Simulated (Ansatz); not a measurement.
Species: CHBr3, SMILES `BrC(Br)Br` (charge 0, multiplicity 1), formula CHBr$_{3}$.

Task: How many basis functions does Ansatz (an electronic-structure program) with frozen-core CCSD(T)/cc-pVTZ // B3LYP-D3(BJ)/def2-TZVP use, how many core orbitals are frozen, and how many electrons are correlated?

Result: 173 basis functions and 28 frozen orbitals, which leaves 56 correlated electrons (filled d shells below the valence shell are correlated). Core time is of the order of minutes.
